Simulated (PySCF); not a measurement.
# Electronic structure of O⁺ (oxygen, charge +1) at the r2SCAN0 level

Configuration: [He] 2s2 2p3, high-spin 4S determinant. Computed with PySCF 2.14 in x2c-QZVPPall with one added diffuse shell each of s, p, d, f type (8s5p4d3f1g, 73 functions), with the spin-free X2C one-electron Hamiltonian (Gaussian nucleus).

```
Total energy                        : -74.6139 hartree
One-electron energy                 : -98.5525 hartree
Hartree (Coulomb) energy            : 32.0407 hartree
Exchange-correlation energy         : -8.1021 hartree
⟨S²⟩                                : 3.7536
⟨L²⟩                                : 0.000
Sum of ⟨r⟩                          : 5.811 bohr
Sum of ⟨r²⟩                         : 7.357 bohr²
Langevin diamagnetic susceptibility : -5.83 ×10⁻⁶ cm³/mol
```

```
shell  electrons  mean orbital energy (hartree)  rms radius, mean of both spins (bohr)
 1s α          1                      -20.21455                                  0.231
 1s β          1                      -20.10664                                  0.231
 2s α          1                       -1.72077                                   1.20
 2s β          1                       -1.38093                                   1.20
 2p α          3                       -1.08963                                   1.21
```
